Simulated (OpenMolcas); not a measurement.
Computed levels of 4d in ions with 37 electrons, in cm-1 above 2D 3/2.

```json
{"Program": "OpenMolcas 26.06", "Method": "SS-RASPT2, IPEA 0.25 Eh, imaginary shift 0.1 Eh", "Basis": "ANO-R2", "Scalar Hamiltonian": "X2C, finite nucleus", "Spin-orbit coupling": "RASSI with atomic mean-field integrals over the reference wave functions, term energies averaged over their components"}
```

Active space for each ion: 7 electrons in 8 orbitals (RAS1 4p, at most 2 holes; RAS2 4d); closed shells correlated by CASPT2: 4s.

```csv
Level,Nb4+,Tc6+,Ru7+
2D 5/2,2037,3541,4478
```

Q: Estimate 2D 5/2 for Mo5+ from its neighbours Nb4+ and Tc6+.

A: 2D 5/2 is fine structure, which grows about as the fourth power of a screened charge, so the fourth roots are averaged: ((2037^0.25 + 3541^0.25) / 2)^4 = 2711. The calculation gives 2761, so the estimate is off by -1.8 %; the measured value is 2584 (Sugar and Musgrove, J. Phys. Chem. Ref. Data 17, 155 (1988)).

Active for correlation alone: 4p; no level in the range computed is led by a configuration that opens it, so any true level of that kind is missing. Measured partners are found by configuration, term and J. A level has none where our copy of the source lacks it or the pairing is in doubt (some pairs that miss far off the trend of their configuration count as doubtful), and it then counts in no deviation. Only configurations of the active space appear.
